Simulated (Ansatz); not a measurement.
Reaction (cleavage of the Ga–Si bond): `C[Si](C)(C)[Ga]([Cl])[Cl]` + `N=C=O` → `O=C=[N][Ga]([Cl])[Cl]` + `C[SiH](C)C`

Program: Ansatz. Geometries: PBE0-D4/def2-TZVP. ΔE: electronic, gas phase. CBS: MP2 limit from def2 TZ/QZ plus the TZ coupled-cluster correction, frozen cores. This one scheme is used for every species. Functionals use def2-TZVPP. B3LYP here is the variant with VWN-RPA as its local correlation; programs differ in this. For Ga outer-core shells are correlated without core-valence functions, which leaves a few kJ/mol of doubt a bond. Scalar relativity is left out up to krypton. Each species was taken in one conformer, which may not be the lowest.

```tsv
level	ΔE (kcal/mol)	difference from CCSD(T)/CBS
PBE-D4	-1.6	6.2
PBE0-D4	-4.5	3.3
B3LYP-D4	-5.3	2.5
r2SCAN0	-8.2	-0.4
BHLYP	-11.0	-3.2
CAM-B3LYP	-9.4	-1.6
RPA@PBE/def2-TZVPP	-9.3	-1.5
HF/CBS(def2)	-17.4	-9.6
MP2/CBS(def2)	-8.4	-0.6
CCSD/CBS(def2)	-8.8	-1.0
CCSD(T)/CBS	-7.8	0
```

Largest T1 diagnostic among the species: 0.018.

From r2SCAN to r2SCAN0 (25 % exact exchange), in def2-TZVPP and without D4, ΔE moves by −1.6 kcal/mol. At CCSD(T), def2-SVP lies −5.1 kcal/mol from the extrapolated value and def2-TZVPP −1.8 kcal/mol. Leaving LDA and LC-ωPBE aside and taking each functional with its dispersion term where it has one, the values, not all of them listed here, spread over 7.6 kcal/mol, from PBE-QIDH to PBE-D4.
